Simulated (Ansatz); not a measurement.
Steps of a relaxation of C2H6ClSi (`[CH2]C[SiH2]Cl`) radical with UKS PBE0-D4/def2-TZVP.

```sh
$ ansatz run in.yaml --threads 4 --pin off --events-out ev --progress --plain --max-ram 10444MiB
```

```yaml
crystal:
  periodic: [false, false, false]
  atoms:
    - {symbol: C, position_ang: [-1.175209, 0.932572, 0.376080]}
    - {symbol: C, position_ang: [-0.681761, -0.249886, -0.360011]}
    - {symbol: Si, position_ang: [1.184753, -0.394308, 0.024343]}
    - {symbol: Cl, position_ang: [2.037692, -2.041346, -0.953507]}
    - {symbol: H, position_ang: [-1.107305, 1.940026, -0.061417]}
    - {symbol: H, position_ang: [-1.502349, 0.850595, 1.423557]}
    - {symbol: H, position_ang: [-0.785164, -0.159040, -1.462358]}
    - {symbol: H, position_ang: [-1.159388, -1.200650, -0.040725]}
    - {symbol: H, position_ang: [1.381467, -0.573886, 1.501294]}
    - {symbol: H, position_ang: [1.890263, 0.844623, -0.444356]}
basis:
  gaussian: {orbitals: def2-TZVP}
magnetization: {spin_polarized: true, initial_magnetization: 1}
hamiltonian: {xc: pbe0, dispersion: d4}
relax: {f_tol: 0.005, max_steps: 150}
```

Positions (Å) and forces (eV/Å) along the path, 5 of 5 steps:

```xyz
10
step=1 energy=-22563.4767 eV
C    -1.175    0.933    0.376   -0.048    0.264    0.182
C    -0.682   -0.250   -0.360    0.111   -0.288   -0.182
Si    1.185   -0.394    0.024   -0.082   -0.035   -0.049
Cl    2.038   -2.041   -0.954   -0.216    0.429    0.256
H    -1.107    1.940   -0.061   -0.035   -0.577    0.241
H    -1.502    0.851    1.424    0.188    0.038   -0.595
H    -0.785   -0.159   -1.462    0.015   -0.015    0.548
H    -1.159   -1.201   -0.041    0.197    0.492   -0.142
H     1.381   -0.574    1.501   -0.009    0.004   -0.346
H     1.890    0.845   -0.444   -0.121   -0.312    0.088
10
step=2 energy=-22563.5177 eV
C    -1.172    0.926    0.372   -0.023    0.115    0.078
C    -0.677   -0.251   -0.360    0.119   -0.093   -0.038
Si    1.174   -0.384    0.029   -0.093   -0.033   -0.048
Cl    2.017   -2.009   -0.935   -0.022    0.027    0.013
H    -1.104    1.921   -0.060   -0.015   -0.150    0.059
H    -1.493    0.845    1.407    0.043    0.008   -0.156
H    -0.786   -0.158   -1.449    0.021   -0.005    0.158
H    -1.156   -1.188   -0.043    0.073    0.137   -0.036
H     1.387   -0.582    1.487   -0.035    0.043   -0.077
H     1.893    0.828   -0.445   -0.067   -0.048    0.047
10
step=3 energy=-22563.5216 eV
C    -1.162    0.926    0.374   -0.005    0.002   -0.001
C    -0.668   -0.250   -0.357    0.045   -0.020   -0.003
Si    1.172   -0.390    0.024   -0.040    0.025    0.008
Cl    2.011   -2.012   -0.940    0.004    0.000    0.001
H    -1.107    1.914   -0.060    0.005    0.020   -0.013
H    -1.493    0.844    1.401   -0.004   -0.006    0.023
H    -0.777   -0.156   -1.440   -0.014    0.006   -0.025
H    -1.145   -1.181   -0.040   -0.022   -0.018    0.007
H     1.375   -0.573    1.480    0.012   -0.015    0.014
H     1.878    0.827   -0.439    0.019    0.005   -0.012
10
step=4 energy=-22563.5218 eV
C    -1.163    0.925    0.374   -0.006    0.015    0.009
C    -0.669   -0.251   -0.357    0.022   -0.017   -0.007
Si    1.171   -0.388    0.026   -0.014    0.007    0.001
Cl    2.011   -2.010   -0.939    0.004   -0.004   -0.002
H    -1.105    1.915   -0.061    0.001    0.000   -0.002
H    -1.491    0.843    1.402    0.000   -0.002    0.001
H    -0.779   -0.156   -1.442   -0.004    0.002   -0.001
H    -1.148   -1.182   -0.041   -0.004    0.000    0.001
H     1.376   -0.575    1.481    0.000    0.000    0.001
H     1.880    0.827   -0.440    0.001    0.000    0.000
10
step=5 energy=-22563.5219 eV
C    -1.163    0.926    0.374    0.004   -0.004   -0.002
C    -0.669   -0.252   -0.358   -0.003    0.001    0.000
Si    1.170   -0.388    0.025    0.003   -0.002   -0.001
Cl    2.014   -2.010   -0.938   -0.003    0.002    0.001
H    -1.104    1.915   -0.061    0.000    0.001    0.000
H    -1.489    0.844    1.402    0.000    0.000    0.001
H    -0.781   -0.157   -1.442    0.001    0.000   -0.001
H    -1.149   -1.182   -0.041    0.000   -0.001    0.001
H     1.375   -0.575    1.481   -0.001   -0.001    0.003
H     1.879    0.827   -0.439    0.000    0.002   -0.002
```

It took 8 s on 4 threads of an AMD EPYC 9R45 on a shared host, with 0.52 GiB of host memory at the peak.
